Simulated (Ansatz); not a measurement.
C2H6AlNO can be A, `[CH3][Al]([NH2])[CH]=O`, or B, `O/C=N/[CH2][AlH2]`.

Program: Ansatz. Geometries: PBE0-D4/def2-TZVP. ΔE: electronic, gas phase. CCSD(T)/CBS adds triple-zeta CCSD(T) − MP2 to the extrapolated MP2 energy (def2 sets, frozen cores). Functionals use def2-TZVPP. B3LYP here is the variant with VWN-RPA as its local correlation; programs differ in this. One conformer a species, not always the lowest.

(1) Which is lower in electronic energy at CCSD(T)/CBS, and by how much? (Best estimate.)

(2) Give E(B) − E(A) in kcal/mol with PBE0-D4, CCSD(T)/def2-TZVPP, HF/def2-TZVPP, ωB97M-V, PBE-D4, B3LYP-D4, B3LYP. (Best estimate.)

Largest T1 diagnostic: 0.014.

Results:

(1) Ansatz gave: A, by 42.0 kcal/mol.

(2) Ansatz gave: PBE0-D4 37.7, CCSD(T)/def2-TZVPP 41.0, HF/def2-TZVPP 39.9, ωB97M-V 40.7, PBE-D4 37.5, B3LYP-D4 40.1, B3LYP 40.5. None reverses the order clearly.

In def2-TZVPP, CCSD(T) changes the Hartree–Fock value by +1.0 kcal/mol (the triples alone add −0.4 kcal/mol) and MP2 by +1.6 kcal/mol.
